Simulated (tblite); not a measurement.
A geometry optimisation, step by step.

Compound: C4H6BCl2N.
Atom-mapped SMILES: `[CH2:1]=[N:2]/[C:3](=[CH:4]\[CH3:5])[B:6]([Cl:7])[Cl:8]` (hydrogens: H9, H10 on C1; H11 on C4; H12, H13, H14 on C5)

Computed with GFN2-xTB (tblite), gas phase: L-BFGS steps from a force-field or distance-geometry start until the largest atomic force falls under 0.01 eV/Å. 13 of its 108 geometries are shown.

Step 0: E = -676.7810 eV, largest atomic force 3.070 eV/Å
```
atom  x, y, z in Å  |  force x, y, z in eV/Å
C1      0.819    2.176   -0.208   -1.859  -2.356   0.646
N2      0.037    1.199    0.129    1.276   0.472  -0.399
C3      0.349   -0.204   -0.055    1.105   1.531  -0.241
C4     -0.675   -1.059   -0.215   -0.772  -0.139   0.103
C5     -2.108   -0.628   -0.210   -0.336  -0.295  -0.425
B6      1.828   -0.745   -0.031    0.940  -0.411   0.600
Cl7     3.153    0.171    0.887   -1.205  -0.948  -1.003
Cl8     2.259   -2.425   -0.661   -0.386   1.718   0.621
H9      0.502    3.192   -0.007   -0.064  -0.256   0.067
H10     1.738    2.014   -0.727    0.630   0.080  -0.309
H11    -0.487   -2.129   -0.325    0.084   0.439   0.007
H12    -2.284    0.081   -1.051    0.062  -0.386   0.737
H13    -2.774   -1.506   -0.346    0.377   0.583   0.092
H14    -2.358   -0.138    0.744    0.148  -0.032  -0.495
```

Step 9: E = -677.2344 eV, largest atomic force 0.095 eV/Å
```
atom  x, y, z in Å  |  force x, y, z in eV/Å
C1      0.806    2.107   -0.217   -0.024   0.003   0.003
N2      0.062    1.159    0.138   -0.015   0.001   0.027
C3      0.370   -0.186   -0.068    0.069  -0.054   0.037
C4     -0.673   -1.037   -0.213    0.028  -0.018   0.000
C5     -2.101   -0.628   -0.219    0.038  -0.006  -0.009
B6      1.829   -0.741    0.017    0.054  -0.006   0.032
Cl7     3.092    0.116    0.822   -0.006   0.049  -0.003
Cl8     2.222   -2.297   -0.614   -0.039  -0.015   0.002
H9      0.474    3.109    0.014    0.020   0.012   0.024
H10     1.754    2.014   -0.755   -0.077  -0.037  -0.041
H11    -0.455   -2.089   -0.332   -0.021   0.028  -0.040
H12    -2.290    0.082   -1.021   -0.010   0.020  -0.025
H13    -2.747   -1.490   -0.343   -0.050  -0.002   0.006
H14    -2.343   -0.120    0.714    0.034   0.026  -0.014
```

Step 18: E = -677.2582 eV, largest atomic force 0.181 eV/Å
```
atom  x, y, z in Å  |  force x, y, z in eV/Å
C1      0.752    2.066   -0.205    0.090   0.018   0.068
N2      0.086    1.118    0.278   -0.039   0.119  -0.098
C3      0.383   -0.213   -0.011    0.015  -0.079   0.100
C4     -0.655   -1.049   -0.246   -0.028  -0.006   0.017
C5     -2.068   -0.601   -0.242   -0.068   0.026   0.021
B6      1.841   -0.742    0.072    0.136   0.003  -0.060
Cl7     3.114    0.186    0.798   -0.105  -0.129  -0.072
Cl8     2.199   -2.301   -0.562    0.146  -0.044   0.066
H9      0.489    3.077    0.069   -0.051  -0.011   0.060
H10     1.599    1.952   -0.889   -0.099   0.000  -0.053
H11    -0.459   -2.095   -0.435    0.038   0.065  -0.022
H12    -2.270    0.083   -1.062    0.051   0.086  -0.106
H13    -2.755   -1.432   -0.318   -0.051  -0.146   0.022
H14    -2.256   -0.051    0.677   -0.036   0.098   0.056
```

Step 27: E = -677.2830 eV, largest atomic force 0.094 eV/Å
```
atom  x, y, z in Å  |  force x, y, z in eV/Å
C1      0.707    2.041   -0.185    0.016   0.040   0.027
N2      0.129    1.084    0.382   -0.002  -0.064   0.011
C3      0.396   -0.241    0.033    0.063  -0.027   0.000
C4     -0.653   -1.045   -0.250    0.021  -0.007  -0.061
C5     -2.057   -0.567   -0.255   -0.013   0.041   0.002
B6      1.859   -0.769    0.083    0.048   0.024   0.021
Cl7     3.121    0.206    0.751   -0.006  -0.011  -0.033
Cl8     2.269   -2.343   -0.479   -0.034  -0.015   0.014
H9      0.493    3.045    0.147   -0.031   0.010   0.021
H10     1.411    1.925   -1.011    0.021   0.069  -0.030
H11    -0.458   -2.068   -0.526   -0.009  -0.083   0.041
H12    -2.234    0.076   -1.115   -0.028  -0.001  -0.079
H13    -2.763   -1.389   -0.280   -0.007  -0.036   0.006
H14    -2.223    0.045    0.628   -0.039   0.061   0.060
```

Step 36: E = -677.2949 eV, largest atomic force 0.085 eV/Å
```
atom  x, y, z in Å  |  force x, y, z in eV/Å
C1      0.689    2.045   -0.164   -0.082   0.003  -0.002
N2      0.178    1.055    0.410   -0.008  -0.030  -0.066
C3      0.420   -0.266    0.032    0.018   0.024   0.005
C4     -0.647   -1.045   -0.258    0.026   0.009  -0.004
C5     -2.046   -0.544   -0.275   -0.016   0.007   0.017
B6      1.884   -0.798    0.086   -0.050   0.022   0.017
Cl7     3.151    0.208    0.695   -0.007  -0.027  -0.046
Cl8     2.281   -2.392   -0.419   -0.027  -0.022   0.005
H9      0.459    3.026    0.224    0.027   0.036   0.032
H10     1.323    2.000   -1.055    0.004  -0.022   0.048
H11    -0.491   -2.082   -0.513    0.083  -0.019   0.001
H12    -2.239    0.047   -1.171    0.032  -0.029  -0.021
H13    -2.752   -1.367   -0.245   -0.025  -0.009  -0.006
H14    -2.209    0.113    0.578    0.025   0.056   0.020
```

Step 45: E = -677.3053 eV, largest atomic force 0.084 eV/Å
```
atom  x, y, z in Å  |  force x, y, z in eV/Å
C1      0.649    2.062   -0.135   -0.041  -0.028   0.019
N2      0.180    1.041    0.418    0.080  -0.026  -0.004
C3      0.428   -0.272    0.028    0.023   0.020   0.019
C4     -0.634   -1.060   -0.261    0.013   0.026   0.014
C5     -2.022   -0.533   -0.296   -0.026  -0.004  -0.005
B6      1.883   -0.822    0.083   -0.023   0.054  -0.024
Cl7     3.184    0.191    0.590    0.006   0.005  -0.018
Cl8     2.238   -2.450   -0.345   -0.014  -0.007   0.012
H9      0.430    3.021    0.314   -0.017   0.018  -0.012
H10     1.242    2.070   -1.053    0.034  -0.039   0.034
H11    -0.467   -2.099   -0.492   -0.017   0.002  -0.026
H12    -2.210   -0.015   -1.237    0.004  -0.011  -0.019
H13    -2.753   -1.330   -0.196   -0.009  -0.029   0.017
H14    -2.147    0.196    0.504   -0.013   0.018  -0.008
```

Step 54: E = -677.3108 eV, largest atomic force 0.107 eV/Å
```
atom  x, y, z in Å  |  force x, y, z in eV/Å
C1      0.635    2.064   -0.101   -0.038  -0.027   0.031
N2      0.187    1.036    0.456    0.017  -0.060  -0.019
C3      0.436   -0.272    0.046    0.021   0.039   0.020
C4     -0.629   -1.050   -0.258    0.038  -0.001   0.018
C5     -2.016   -0.526   -0.306    0.004  -0.009  -0.041
B6      1.890   -0.826    0.069   -0.057   0.071   0.057
Cl7     3.218    0.193    0.493   -0.014  -0.011  -0.032
Cl8     2.203   -2.477   -0.289    0.039  -0.035  -0.017
H9      0.395    3.019    0.343    0.031   0.028  -0.003
H10     1.228    2.071   -1.017    0.043   0.009  -0.015
H11    -0.467   -2.084   -0.515    0.018  -0.026  -0.020
H12    -2.206   -0.083   -1.285   -0.043   0.025  -0.014
H13    -2.739   -1.321   -0.153   -0.025   0.003   0.046
H14    -2.135    0.257    0.441   -0.034  -0.005  -0.011
```

Step 62: E = -677.3139 eV, largest atomic force 0.055 eV/Å
```
atom  x, y, z in Å  |  force x, y, z in eV/Å
C1      0.642    2.066   -0.085    0.004  -0.017   0.018
N2      0.176    1.041    0.463    0.014  -0.025  -0.020
C3      0.432   -0.267    0.059    0.003   0.019  -0.009
C4     -0.630   -1.045   -0.257    0.012   0.005  -0.002
C5     -2.022   -0.531   -0.315    0.007  -0.005   0.003
B6      1.885   -0.825    0.073   -0.022   0.050  -0.001
Cl7     3.230    0.194    0.439   -0.024   0.014   0.003
Cl8     2.196   -2.481   -0.277    0.009  -0.019   0.002
H9      0.389    3.026    0.344    0.025   0.002   0.016
H10     1.269    2.071   -0.979    0.009  -0.005  -0.009
H11    -0.459   -2.077   -0.524   -0.008  -0.003   0.001
H12    -2.227   -0.115   -1.303   -0.018  -0.031   0.001
H13    -2.736   -1.327   -0.124   -0.015   0.003  -0.010
H14    -2.147    0.271    0.410    0.004   0.011   0.006
```

Step 71: E = -677.3179 eV, largest atomic force 0.063 eV/Å
```
atom  x, y, z in Å  |  force x, y, z in eV/Å
C1      0.674    2.068   -0.055   -0.025  -0.029   0.002
N2      0.172    1.042    0.459   -0.007  -0.018  -0.006
C3      0.418   -0.263    0.046   -0.001   0.013   0.003
C4     -0.641   -1.048   -0.264    0.017   0.029  -0.053
C5     -2.036   -0.543   -0.327   -0.001  -0.021   0.014
B6      1.876   -0.811    0.056   -0.013   0.036   0.014
Cl7     3.210    0.236    0.375    0.010  -0.002   0.008
Cl8     2.201   -2.474   -0.235    0.004  -0.025  -0.010
H9      0.440    3.023    0.394    0.019  -0.008  -0.004
H10     1.313    2.076   -0.941    0.010   0.019  -0.004
H11    -0.463   -2.078   -0.531   -0.018   0.007   0.008
H12    -2.275   -0.202   -1.336    0.034   0.005   0.025
H13    -2.742   -1.328   -0.071   -0.012  -0.027   0.026
H14    -2.147    0.301    0.352   -0.016   0.021  -0.025
```

Step 80: E = -677.3189 eV, largest atomic force 0.023 eV/Å
```
atom  x, y, z in Å  |  force x, y, z in eV/Å
C1      0.682    2.071   -0.049   -0.015  -0.013   0.001
N2      0.168    1.045    0.454    0.000  -0.008   0.010
C3      0.415   -0.260    0.039    0.004   0.005   0.000
C4     -0.643   -1.046   -0.270   -0.001   0.015  -0.002
C5     -2.041   -0.549   -0.325   -0.007   0.005  -0.012
B6      1.874   -0.805    0.053   -0.004   0.000  -0.010
Cl7     3.211    0.239    0.369   -0.009  -0.002   0.013
Cl8     2.199   -2.470   -0.231   -0.001  -0.012  -0.007
H9      0.454    3.024    0.407    0.001  -0.002  -0.005
H10     1.329    2.082   -0.928    0.009   0.008  -0.005
H11    -0.469   -2.077   -0.538    0.012   0.016   0.011
H12    -2.285   -0.233   -1.341   -0.007  -0.009  -0.006
H13    -2.740   -1.333   -0.045    0.007   0.005   0.011
H14    -2.155    0.313    0.329    0.011  -0.008   0.003
```

Step 89: E = -677.3204 eV, largest atomic force 0.034 eV/Å
```
atom  x, y, z in Å  |  force x, y, z in eV/Å
C1      0.695    2.080   -0.052   -0.004  -0.024   0.024
N2      0.167    1.058    0.444    0.006  -0.017  -0.007
C3      0.414   -0.247    0.027   -0.001  -0.001  -0.020
C4     -0.642   -1.035   -0.282   -0.013   0.000   0.016
C5     -2.048   -0.558   -0.322   -0.017   0.012  -0.006
B6      1.869   -0.801    0.048   -0.007   0.000   0.015
Cl7     3.205    0.218    0.438   -0.001   0.006  -0.002
Cl8     2.188   -2.462   -0.277    0.006   0.002  -0.011
H9      0.466    3.033    0.404    0.006   0.008  -0.023
H10     1.358    2.088   -0.921   -0.011   0.006   0.013
H11    -0.460   -2.064   -0.555    0.002   0.003   0.005
H12    -2.328   -0.300   -1.345    0.001   0.000   0.015
H13    -2.726   -1.339    0.018    0.018   0.002  -0.004
H14    -2.159    0.329    0.297    0.015   0.004  -0.017
```

Step 98: E = -677.3209 eV, largest atomic force 0.015 eV/Å
```
atom  x, y, z in Å  |  force x, y, z in eV/Å
C1      0.695    2.078   -0.044    0.001  -0.001   0.005
N2      0.170    1.054    0.453   -0.002  -0.003   0.006
C3      0.414   -0.248    0.028    0.004   0.004  -0.012
C4     -0.642   -1.032   -0.289    0.000  -0.001   0.001
C5     -2.047   -0.556   -0.326   -0.001  -0.002  -0.002
B6      1.869   -0.802    0.051   -0.002  -0.001  -0.002
Cl7     3.202    0.218    0.448    0.004   0.003   0.001
Cl8     2.190   -2.460   -0.288    0.007   0.001  -0.006
H9      0.472    3.032    0.413   -0.012   0.002   0.004
H10     1.349    2.088   -0.918    0.010  -0.009  -0.006
H11    -0.461   -2.059   -0.569    0.000  -0.003   0.008
H12    -2.349   -0.343   -1.353    0.006  -0.002   0.001
H13    -2.714   -1.325    0.058   -0.013   0.007   0.002
H14    -2.148    0.356    0.258   -0.001   0.004  -0.002
```

Step 107: E = -677.3213 eV, largest atomic force 0.010 eV/Å
```
atom  x, y, z in Å  |  force x, y, z in eV/Å
C1      0.698    2.077   -0.041    0.006   0.006  -0.003
N2      0.164    1.054    0.448    0.001  -0.007   0.000
C3      0.412   -0.249    0.025   -0.004   0.001  -0.002
C4     -0.644   -1.034   -0.288    0.001   0.004  -0.002
C5     -2.049   -0.556   -0.326    0.001   0.002  -0.005
B6      1.869   -0.800    0.046   -0.004   0.000   0.005
Cl7     3.198    0.215    0.470    0.004   0.006  -0.001
Cl8     2.197   -2.450   -0.320    0.002  -0.004  -0.006
H9      0.467    3.031    0.413   -0.001  -0.001  -0.001
H10     1.365    2.087   -0.905   -0.003  -0.003   0.005
H11    -0.464   -2.063   -0.562   -0.002   0.001   0.004
H12    -2.359   -0.376   -1.356    0.007  -0.006  -0.004
H13    -2.714   -1.310    0.090   -0.005   0.002   0.002
H14    -2.141    0.375    0.229   -0.003   0.000   0.009
```

Task: Summarise the path.

Result: The energy falls by 52.14 kJ/mol from step 0 to step 107; nine tenths of that is first reached at step 21. It falls at every step. The largest force goes from 3.070 to 0.010 eV/Å. Among the bonds B6–Cl7 changes most, from 1.853 to 1.725 Å; the atoms move by 0.387 Å rms after alignment.

Task: Follow the three bonds and two angles with the largest change from start to end.

Result: 
| step | E above end (kJ/mol) | largest force (eV/Å) | B6–Cl7 (Å) | B6–Cl8 (Å) | N2–C3 (Å) | N2–C1–H10 (°) | N2–C3–B6 (°) |
| --- | --- | --- | --- | --- | --- | --- | --- |
| 0 | 52.14 | 3.070 | 1.853 | 1.845 | 1.449 | 122.0 | 122.2 |
| 5 | 9.69 | 0.266 | 1.721 | 1.726 | 1.406 | 125.1 | 123.4 |
| 9 | 8.39 | 0.095 | 1.725 | 1.725 | 1.395 | 126.0 | 122.7 |
| 14 | 7.60 | 0.143 | 1.724 | 1.725 | 1.395 | 125.2 | 122.6 |
| 19 | 5.68 | 0.164 | 1.730 | 1.720 | 1.399 | 125.0 | 120.6 |
| 23 | 4.45 | 0.126 | 1.721 | 1.722 | 1.397 | 124.2 | 120.3 |
| 28 | 3.49 | 0.133 | 1.725 | 1.722 | 1.399 | 124.1 | 119.2 |
| 33 | 2.92 | 0.142 | 1.729 | 1.719 | 1.392 | 124.5 | 118.8 |
| 37 | 2.46 | 0.114 | 1.726 | 1.720 | 1.395 | 125.3 | 118.5 |
| 42 | 1.82 | 0.084 | 1.728 | 1.720 | 1.391 | 125.0 | 119.0 |
| 47 | 1.45 | 0.056 | 1.723 | 1.723 | 1.390 | 125.3 | 119.2 |
| 51 | 1.27 | 0.080 | 1.726 | 1.719 | 1.391 | 124.9 | 119.0 |
| 56 | 0.89 | 0.058 | 1.724 | 1.723 | 1.391 | 124.9 | 120.2 |
| 60 | 0.75 | 0.044 | 1.725 | 1.723 | 1.392 | 125.0 | 120.3 |
| 65 | 0.60 | 0.051 | 1.726 | 1.722 | 1.391 | 125.4 | 120.1 |
| 70 | 0.36 | 0.074 | 1.725 | 1.722 | 1.391 | 124.9 | 119.5 |
| 74 | 0.26 | 0.017 | 1.726 | 1.721 | 1.391 | 125.2 | 119.6 |
| 79 | 0.24 | 0.020 | 1.725 | 1.722 | 1.391 | 125.1 | 119.4 |
| 84 | 0.19 | 0.029 | 1.726 | 1.721 | 1.390 | 125.4 | 119.5 |
| 88 | 0.11 | 0.039 | 1.725 | 1.723 | 1.392 | 125.2 | 119.6 |
| 93 | 0.06 | 0.019 | 1.725 | 1.722 | 1.391 | 125.2 | 119.6 |
| 98 | 0.04 | 0.015 | 1.725 | 1.722 | 1.392 | 125.2 | 119.5 |
| 102 | 0.02 | 0.016 | 1.726 | 1.722 | 1.391 | 125.1 | 119.6 |
| 107 | 0.00 | 0.010 | 1.725 | 1.722 | 1.392 | 125.2 | 119.6 |

What follows is the cost of the whole relaxation. Time: 0.85 s wall. Hardware: one thread of an Arm Neoverse V1 (shared host).
